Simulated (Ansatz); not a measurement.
Input for Ansatz (an electronic-structure program): R-BLYP/def2-TZVPP on CH6OSi (SMILES C[SiH2]O), a point of a torsion scan.

Ansatz 0.2 input:
```yaml
crystal:
  periodic: [false, false, false]
  atoms:
    - {symbol: C, position_ang: [-1.15770159, 0.31343854, 0.05269185]}
    - {symbol: Si, position_ang: [0.52170603, -0.50680730, -0.22219960]}
    - {symbol: O, position_ang: [1.59747293, 0.65115972, 0.17139819]}
    - {symbol: H, position_ang: [-1.96608306, -0.36738569, -0.19485596]}
    - {symbol: H, position_ang: [-1.26866017, 1.20009483, -0.56435431]}
    - {symbol: H, position_ang: [-1.28357555, 0.61657390, 1.08782640]}
    - {symbol: H, position_ang: [0.70465191, -1.67640800, 0.64392989]}
    - {symbol: H, position_ang: [0.70852823, -0.90997319, -1.62012347]}
    - {symbol: H, position_ang: [2.53687708, 0.50210703, 0.12246429]}
basis:
  gaussian:
    orbitals: def2-TZVPP
hamiltonian:
  xc: {name: BLYP}
scf: {lower_state_search: off}
```

Output:

```
WARN ansatz: RAYON_NUM_THREADS=2 ignored (pool sized by the plan → 2); use --threads N
Functional definition: BLYP
these checks for a lower state are left out or cut short: stability, starts, cluster_reference, orbital_swaps, neighbouring_geometries, increment
integrals: 0.08 GiB planned
973 factors; their error is unknown
mean field: 0.68 GiB planned
mean field evaluation 1: about -11046.3876 eV, gradient 8.9e1 eV
mean field evaluation 2: about -11000.6746 eV, gradient 1.6e2 eV
mean field evaluation 4: about -11060.8376 eV, gradient 1.5e1 eV
mean field evaluation 8: about -11061.3463 eV, gradient 1.2e-1 eV
mean field evaluation 16: about -11061.3213 eV, gradient 1.6e-4 eV
mean field -11061.32130294 eV, -406.4960602503 hartree, gradient 7.4e-6 eV, S^2 0.000000; 0 other end points of the search recorded, 0 dependent functions left out
reference -11061.32164024 eV, -406.4960726455 hartree; 17, 17 occupied and 171, 171 virtual orbitals, 973 factors
Total energy: -11061.32164024 eV, -406.4960726455 hartree
Checks for a lower state left out: stability, starts, cluster_reference, orbital_swaps, neighbouring_geometries, increment
```

The calculation finished and met its thresholds.

Cost: about 1.7 core-seconds (a rough figure).
